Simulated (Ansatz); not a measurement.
# SiHCl2OF (SMILES O[Si](F)(Cl)Cl): the energy, rung by rung

SiHCl2OF: 6 atoms, total charge 0, spin state singlet. As SMILES, `O[Si](F)(Cl)Cl`. The shape was relaxed beforehand at r2SCAN/def2-SVP. This is one conformer, not always the lowest.

```xyz
6

O    -0.5224    0.4639    1.1326
Si    0.2160    0.0155   -0.2509
F     1.6032   -0.7400    0.0508
Cl   -0.9298   -1.2819   -1.3368
Cl    0.6219    1.6982   -1.3074
H    -0.9467   -0.2199    1.6656
```

Each level gives the dissociation energy of the H6–O1 bond into doublet H and doublet SiCl2OF (shapes relaxed at r2SCAN/def2-SVP, no zero-point term) (eV). The values are calculated.

```csv
level,kind,program,value (eV),less CCSD(T)/def2-SVP,CPU time (all runs)
HF/def2-SVP,Hartree–Fock,Ansatz,4.12,-1.24,8.6 s
SVWN5/def2-SVP,LDA,Ansatz,5.98,+0.62,5.2 s
PBE/def2-SVP,GGA,Ansatz,5.28,-0.08,10 s
r2SCAN/def2-SVP,meta-GGA,Ansatz,5.33,-0.03,32 s
PBE0-D4/def2-SVP,global hybrid,Ansatz,5.37,+0.01,14 s
wB97M-V/def2-SVP,range-separated hybrid,Ansatz,5.58,+0.22,60 s
B2PLYP/def2-SVP,double hybrid,Ansatz,5.41,+0.05,21 s
MP2/def2-SVP,perturbation theory,Ansatz,5.54,+0.18,8.1 s
CCSD(T)/def2-SVP,coupled cluster or CI,Ansatz,5.36,0.00,38 s
```

Differences are taken from CCSD(T)/def2-SVP for orientation; it has basis-set and higher-order errors of its own. Correlated wave functions underbind in double-zeta sets. The values span 4.12 to 5.98 eV. Hartree–Fock misses the correlation of the electron pair that is broken and comes out low. Measured bond enthalpies also hold zero-point and thermal terms, a few tenths of an eV less. In so small a basis fixed costs decide the times, and correlated methods can beat functionals. Times are those of the runs behind each value, whatever else they computed, on shared processors of several kinds: orders of magnitude only.
